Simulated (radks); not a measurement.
Values are calculated unless marked as measured or tabulated.
Spherical quantum dot in the effective-mass picture: electrons in a hard-walled sphere of radius 2.25, with a point charge +1 (a donor) at the centre, all in effective atomic units (hartree* = m*/eps^2 hartree, bohr* = eps/m* bohr), one dielectric constant everywhere. Level of theory: non-relativistic Kohn-Sham, LDA (Slater exchange, Perdew-Wang correlation), spin-polarised, spherical densities (a radial shooting solver with Libxc functionals). Levels are named by radial order and angular momentum (1s, 1p, 1d, 2s, ...), and open shells are averaged over m.

N = 27, configuration 1s2 1p6 1d10 2s2 1f(up 7, down 0). This is the lowest configuration that the search found. Occupied and some empty levels:

level,occupation,eigenvalue (hartree*),<r> (bohr*)
1s up,1,16.046,1.417
1s down,1,16.166,1.404
1p up,3,16.661,1.526
1p down,3,16.796,1.521
1d up,5,17.620,1.592
1d down,5,17.762,1.590
2s up,1,18.885,0.9572
1f up,7,18.897,1.643
2s down,1,18.936,0.9629
1f down,0,19.043,1.642
1g up,0,20.466,1.684
1g down,0,20.615,1.684
2p up,0,21.001,1.164
2p down,0,21.070,1.163
2d up,0,23.158,1.279
2d down,0,23.241,1.277

Energy (hartree*): total 270.258, kinetic 94.762, external -19.948, Hartree 215.70, exchange-correlation -20.255.
